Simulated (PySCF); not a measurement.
Isomers of C5H9NO2. Computed with PBE0-D3(BJ)/def2-SVP geometry optimisation, gas phase in PySCF 2.14.0. One conformer each; no zero-point energy, no entropy. No frequencies were run at this level. Point groups hold within 0.08 Å.

Task: Order them by energy at this level, lowest first, and give relative energies in kcal/mol.
A. `[CH2:1]=[CH:2][NH:3][C:4](=[O:5])[CH2:6][O:7][CH3:8]` with C1–C2–N3–C4 -179°, C2–N3–C4–O5 0°, N3–C4–C6–O7 20°, C4–C6–O7–C8 82°
B. `[H]/[N:1]=[CH:2]\[C@H:3]1[CH2:4][CH2:5][O:6][CH2:7][O:8]1` with N1–C2–C3–C4 -121°, C2–C3–C4–C5 173°, C3–C4–C5–O6 -53°, C4–C5–O6–C7 57°, C5–O6–C7–O8 -61°
C. `[CH3:1][O:2][CH2:3][C@@H:4]([C:5]#[N:6])[O:7][CH3:8]` with C1–O2–C3–C4 -173°, O2–C3–C4–C5 63°, C3–C4–O7–C8 172°

Result: A (0.0), B (10.0), C (29.9).

As drawn, the lowest has a C=O bond, an N–H bond and a C(=O)–N unit, which the highest lacks; the highest has a C≡N group, which the lowest lacks.

| SMILES | E (Eh) | E rel (kcal/mol) | dipole (D) | point group | A, B, C (MHz) |
| --- | --- | --- | --- | --- | --- |
| C=CNC(=O)COC | -400.39154 | 0.0 | 2.86 | C1 | 3091, 1324, 1012 |
| [H]/N=C\[C@H]1CCOCO1 | -400.37568 | 10.0 | 3.22 | C1 | 4442, 1560, 1253 |
| COC[C@@H](C#N)OC | -400.34389 | 29.9 | 3.51 | C1 | 3409, 1230, 952.7 |
